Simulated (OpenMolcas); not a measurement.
# Eu3+: moving the ligands

Eu3+ with 7 ligands (chloride) in pentagonal bipyramidal coordination (D5h) at 2.77 Å, the axial distance 3.130 Å. A charge of +0.571 e stands 2.6 Å behind each ligand. Ligand basis ANO-RCC-VDZP.
```
Eu    0.0000    0.0000    0.0000
Cl    2.7700    0.0000    0.0000
Cl    0.8560    2.6344    0.0000
Cl   -2.2410    1.6282    0.0000
Cl   -2.2410   -1.6282    0.0000
Cl    0.8560   -2.6344    0.0000
Cl    0.0000    0.0000    3.1301
Cl    0.0000    0.0000   -3.1301
```

```yaml
Program: OpenMolcas 26.06
Method: CASSCF
Basis: ANO-RCC-VDZP [7s6p4d2f1g]
Scalar_Hamiltonian: DKH2, point nucleus
Active_space: 6 electrons in 7 orbitals (4f)
State_averaging: 2S+1 = 7 even, 7 roots; 2S+1 = 5 even, 77 roots kept (CI in the orbitals of an earlier block); 2S+1 = 3 even, 1 root kept (CI in the orbitals of an earlier block, 0 in the spin-orbit step)
Spin-orbit_coupling: state interaction with AMFI integrals over the reference wave functions
```

Runs around this geometry, states. Energies in cm-1 above the lowest state or level, χT in cm3 K/mol.

| R (Å) | Ground state | First state of that spin | First gap with spin-orbit (degeneracies) | χT at 300 K |
| --- | --- | --- | --- | --- |
| 2.63 | 2S+1 = 7 | 506.2 | 188.6 (1, 1) | 1.383 |
| 2.77 | 2S+1 = 7 | 438.8 | 176.4 (1, 1) | 1.410 |
| 2.84 | 2S+1 = 7 | 405.6 | 182.0 (1, 1) | 1.404 |

High states are left out of the spin-orbit mixing, which shifts the levels that they would mix with. Without dynamic correlation the ligand-field splitting of an f shell can come out too small, at times by half. No measured value stands beside these numbers; the geometry was imposed, not optimised, and the real ion may take another.

A state without a sure symmetry label is named by its multiplicity alone.
